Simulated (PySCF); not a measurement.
# Excitation energy of S²⁺ by level of theory

S²⁺ [Ne] 3s2 3p2 (3P) → S²⁺ [Ne] 3s2 3p1 3d1 (high-spin determinant), as a difference of total energies. All numbers are calculated (PySCF 2.14, scalar relativity by spin-free X2C-1e, in dyall-acv3z). Correlated levels: valence: [Ne] frozen; valence and next inner shell: 1s2 frozen; virtual orbitals above 40 to 60 times the deepest correlated orbital energy dropped. The calculations carry no spin-orbit coupling.

| method | excitation energy (cm⁻¹) |
| --- | --- |
| UHF | 134040 |
| LDA | 120390 |
| PBE | 120000 |
| PBE0 | 123990 |
| r2SCAN | 124700 |
| BLYP | 119160 |
| BHandHLYP | 127080 |
| revPBE | 119950 |
| MP2 (valence) | 128480 |
| SCS-MP2 (valence) | 128090 |
| MP2 (valence and next inner shell) | 128230 |
| SCS-MP2 (valence and next inner shell) | 127960 |

A first-order spin-orbit estimate (lowest level to lowest level, LS coupling) adds 0.017 eV.

The promoted electron is Rydberg-like, and one or two diffuse shells describe it only roughly, which tends to raise the upper state.

The determinant of the upper state mixes LS terms, which raises its energy above the lowest term, most at the Hartree-Fock and MP2 levels.
